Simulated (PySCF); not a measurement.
C5H14GaN.
Atom-mapped SMILES: `[CH3:1][CH2:2]/[CH:3]=[C:4](\[CH3:5])[GaH2-:6][NH3+:7]` (hydrogens: H8, H9, H10 on C1; H11, H12 on C2; H13 on C3; H14, H15, H16 on C5; H17, H18 on Ga6; H19, H20, H21 on N7)

Computed with PySCF at CAM-B3LYP/def2-SVPD, non-relativistic, on one gas-phase PBE0-D3(BJ)/def2-SVP geometry that isn't relaxed in the solvent. The solvent is an IEF-PCM continuum (van der Waals radii × 1.2), and excitations are vertical TDDFT with non-equilibrium linear response and a frozen core. The model holds no explicit solvent molecules, cavitation or dispersion. Spin–orbit coupling is left out although an atom past zinc is present.

Gas-phase singlets (H = HOMO, L = LUMO):

```tsv
state	E (eV)	λ (nm)	f	leading configuration
S1	5.654	219	0.042	H-1→L 39%
S2	5.767	215	0.062	H→L 71%
S3	6.281	197	0.080	H→L+1 47%
S4	6.306	197	0.101	H→L+1 36%
S5	6.339	196	0.017	H-2→L 81%
```

Problem. Give the list for acetone (ε = 20.49), n² = 1.85.

Solution. 
| state | E (eV) | λ (nm) | f | leading configuration | change by rank (eV) |
| --- | --- | --- | --- | --- | --- |
| S1 | 5.826 | 213 | 0.027 | H-1→L+1 44% | +0.172 |
| S2 | 6.149 | 202 | 0.370 | H→L 50% | +0.382 |
| S3 | 6.307 | 197 | 0.012 | H→L+1 49% | +0.026 |
| S4 | 6.800 | 182 | 0.040 | H-1→L 56% | +0.494 |
| S5 | 6.925 | 179 | 0.026 | H→L+3 24% | +0.586 |

Problem. How do the frontier levels move from gas to acetone?

Solution. 
```tsv
orbital	gas (eV)	solvent (eV)	change (eV)
LUMO+2	1.70	1.79	+0.09
LUMO+1	1.30	1.19	-0.11
LUMO	0.30	0.86	+0.56
HOMO	-7.75	-7.85	-0.10
HOMO-1	-8.23	-8.35	-0.12
HOMO-2	-8.79	-9.17	-0.38
HOMO-3	-10.53	-10.42	+0.11
```

The HOMO–LUMO gap goes from 8.06 to 8.71 eV. Rows go by rank; for HOMO-3 the atom shares or the degeneracy differ between the runs, so the row needn't follow one orbital.

Shape of the structure used: `[CH3:1][CH2:2]/[CH:3]=[C:4](\[CH3:5])[GaH2-:6][NH3+:7]`: C1–C2–C3–C4 -174°, C3–C4–Ga6–N7 100°.
